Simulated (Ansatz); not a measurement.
Cost and result for the atomization energy of CH₇NSiTe (`C[SiH](N)[TeH]`) (11 atoms, 10 bonds).

```xyz
11

C    -0.7656   -1.1670   -0.6242
Si   -0.0259    0.2630    0.3109
N     0.3657    1.4858   -0.8243
Te    2.1384   -0.2876    1.4490
H    -0.0679   -1.5439   -1.3746
H    -1.6901   -0.8643   -1.1262
H    -1.0055   -1.9825    0.0611
H    -0.9508    0.6593    1.4126
H     0.8300    2.3321   -0.5394
H    -0.2014    1.6238   -1.6451
H     1.3730   -0.5188    2.9004
```

The species carries charge 0 and has multiplicity 1. Correlated methods include outer-core shells of Te, which these sets cover unevenly. Te takes the def2 core potential. The structure was optimised at the PBE0-D4/def2-TZVP level. It is one conformer, not always the lowest. Program: Ansatz. All runs use 4 threads of an Arm Neoverse V2 on a shared host. Times are those of one run each, without the atoms' runs, and a repeat can differ threefold. Electronic energies, without spin–orbit coupling; frozen cores. CCSD(T)/CBS adds CCSD(T) − MP2 in def2-TZVPP to the MP2 limit, and its time is that of the two runs behind it. T1 = 0.010. With those shells the extrapolation isn't a true limit. B3LYP takes the VWN-RPA correlation (the form of Gaussian; ORCA's B3LYP/G).

CCSD(T)/CBS is a level of theory with its own doubt, some kJ/mol a heavy atom from the limit and from the frozen cores, so smaller differences don't rank the functionals.

| level | functions | wall time |
| --- | --- | --- |
| PBE-D4/def2-TZVPP (with forces) | 252 | 2.1 s |
| PBE0-D4/def2-TZVPP | 252 | 2.5 s |
| B3LYP-D4/def2-TZVPP (with forces) | 252 | 3.8 s |
| r2SCAN-D4/def2-TZVPP (with forces) | 252 | 3.9 s |
| B2PLYP/def2-TZVPP | 252 | 4.7 s |
| ωB97X-V/def2-TZVPP | 252 | 7 s |
| ωB97M-V/def2-TZVPP (with forces) | 252 | 10 s |
| MP2/def2-QZVPP | 476 | 17 s |
| CCSD(T)/def2-TZVPP | 252 | 2.7 min |
| CCSD(T)/CBS(def2) | – | 3 min |

(1) What atomization energy does each give, and how far from CCSD(T)/CBS? (An estimate is asked.)

## Answers

(1) Ansatz gave: 
```tsv
level	atomization (kJ/mol)	difference from CCSD(T)/CBS	per bond
PBE-D4/def2-TZVPP (with forces)	3672.7	17.3	1.7
PBE0-D4/def2-TZVPP	3626.5	-28.9	-2.9
B3LYP-D4/def2-TZVPP (with forces)	3644.2	-11.2	-1.1
r2SCAN-D4/def2-TZVPP (with forces)	3627.0	-28.4	-2.8
B2PLYP/def2-TZVPP	3589.5	-65.9	-6.6
ωB97X-V/def2-TZVPP	3655.7	0.3	0.0
ωB97M-V/def2-TZVPP (with forces)	3640.5	-14.9	-1.5
MP2/def2-QZVPP	3622.9	-32.5	-3.3
CCSD(T)/def2-TZVPP	3538.2	-117.2	-11.7
CCSD(T)/CBS(def2)	3655.4	0.0	0.0
```

The D4 term adds +42.4 kJ/mol with B3LYP and +22.3 kJ/mol with PBE0; it sums over pairs of atoms, weighted by their polarisabilities, and B3LYP, whose exchange is more repulsive, gets the larger term. In def2-TZVPP, CCSD(T) changes the Hartree–Fock value by +931.6 kJ/mol (the triples alone add +49.4 kJ/mol) and MP2 by +946.8 kJ/mol; breaking electron pairs costs correlation energy, which Hartree–Fock lacks. From PBE to PBE0 (25 % exact exchange), in def2-TZVPP and without D4, the atomization energy moves by −42.5 kJ/mol: exact exchange takes away binding that semilocal exchange gives to molecules.

Spin–orbit coupling would lower the free Te atoms strongly, and the atomization energy with them, by more than many differences here.
